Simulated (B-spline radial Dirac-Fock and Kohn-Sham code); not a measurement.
# X-ray form factors of mercury in several charge states

Method: Dirac-Fock orbitals of the configuration average with a finite nucleus. Computed with a radial finite-basis atomic code.

Configurations: Hg⁶⁵⁺ [Ne] 3s2 3p3; Hg⁶⁷⁺ [Ne] 3s2 3p1; Hg⁶⁹⁺ [Ne] 3s1. The first column is f₀ of Hg⁶⁵⁺, the others are differences from it.

```csv
s (Å⁻¹),Hg⁶⁵⁺,Δ Hg⁶⁷⁺,Δ Hg⁶⁹⁺
0,15.000,-2.000,-4.000
0.1,14.985,-1.995,-3.991
0.2,14.942,-1.981,-3.962
0.3,14.869,-1.957,-3.916
0.4,14.769,-1.925,-3.852
0.5,14.642,-1.884,-3.771
0.7,14.313,-1.778,-3.562
0.9,13.895,-1.646,-3.299
1.1,13.404,-1.493,-2.995
1.4,12.570,-1.240,-2.492
```
